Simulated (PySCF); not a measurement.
Species: C6H8O2.
Z-matrix (Å and degrees, GFN2-xTB geometry), rows numbered from 1:
```
C 
O   1  1.4099
C   2  1.4026  1  113.28
C   3  1.5632  2  117.94  1    75.84
O   4  1.1985  3  134.03  2   -60.85
C   4  1.4648  3   88.60  2   115.79
C   6  1.3489  4   93.26  3    -2.70
C   7  1.4700  3  128.77  2    57.93
H   1  1.0935  2  111.37  3   -62.67
H   1  1.0968  2  110.88  3    58.86
H   1  1.0881  2  106.19  3   177.89
H   3  1.1018  2  110.85  1   -57.57
H   6  1.0746  4  133.07  3   177.68
H   8  1.0898  7  108.90  3   -53.54
H   8  1.0903  7  109.73  3    63.55
H   8  1.0869  7  111.39  3  -174.90
```

PySCF, density fitting, gas phase, GFN2-xTB geometry. The standard run uses grid level 2 after a coarse-grid start, the def2-universal JK fitting basis (with tight functions added where the orbital basis needs them), an energy threshold of 1e-9 Eh and DIIS. The changed runs have no coarse-grid stage.

Problem. Standard PBE0/pcSseg-1: E = -383.354044 Eh, HOMO -6.655 eV, LUMO -1.258 eV, dipole 3.280 D, 14 cycles (coarse-grid cycles included). What changes at PBE0/pcSseg-1 with: start guess vsap, damping 0.3 at the start, DIIS from the seventh cycle?

Solution. E = -383.354044 Eh (0.000 mEh), HOMO -6.655 eV (0.000), LUMO -1.258 eV (0.000), dipole 3.280 D (0.000), 25 SCF cycles. The result matches the standard run within 0.02 mEh and 0.003 eV; such settings steer the iterations and don't enter the energy expression.

The cycles:
```
cycle   1  E = -377.9626891471  dE =  3.886e+00  |g| = 4.078e+00  |ddm| = 3.165e+01
cycle   2  E = -369.5568464323  dE =  8.406e+00  |g| = 6.672e+00  |ddm| = 3.184e+01
cycle   3  E = -321.4750037456  dE =  4.808e+01  |g| = 1.030e+01  |ddm| = 7.601e+01
cycle   4  E = -239.3533292116  dE =  8.212e+01  |g| = 1.872e+01  |ddm| = 6.936e+01
cycle   5  E = -290.8214772843  dE = -5.147e+01  |g| = 1.271e+01  |ddm| = 3.632e+01
cycle   6  E = -148.6585741576  dE =  1.422e+02  |g| = 2.495e+01  |ddm| = 2.258e+01
cycle   7  E = -220.9012161029  dE = -7.224e+01  |g| = 1.707e+01  |ddm| = 2.423e+01
cycle   8  E = -306.3605512017  dE = -8.546e+01  |g| = 1.194e+01  |ddm| = 6.132e+01
cycle   9  E = -318.0212750787  dE = -1.166e+01  |g| = 8.625e+00  |ddm| = 7.047e+01
cycle  10  E = -324.0133509763  dE = -5.992e+00  |g| = 1.250e+01  |ddm| = 5.029e+01
... (5 lines left out)
cycle  16  E = -383.2992796763  dE = -5.186e-01  |g| = 4.956e-01  |ddm| = 1.712e+00
cycle  17  E = -383.3488367688  dE = -4.956e-02  |g| = 1.584e-01  |ddm| = 5.244e-01
cycle  18  E = -383.3533415076  dE = -4.505e-03  |g| = 5.814e-02  |ddm| = 1.668e-01
cycle  19  E = -383.3540296207  dE = -6.881e-04  |g| = 8.078e-03  |ddm| = 5.386e-02
cycle  20  E = -383.3540416196  dE = -1.200e-05  |g| = 3.248e-03  |ddm| = 9.458e-03
cycle  21  E = -383.3540437294  dE = -2.110e-06  |g| = 8.101e-04  |ddm| = 3.566e-03
cycle  22  E = -383.3540438511  dE = -1.217e-07  |g| = 3.272e-04  |ddm| = 8.324e-04
cycle  23  E = -383.3540438700  dE = -1.891e-08  |g| = 1.646e-04  |ddm| = 4.566e-04
cycle  24  E = -383.3540438762  dE = -6.195e-09  |g| = 3.810e-05  |ddm| = 1.848e-04
cycle  25  E = -383.3540438766  dE = -3.395e-10  |g| = 9.769e-06  |ddm| = 4.028e-05
```
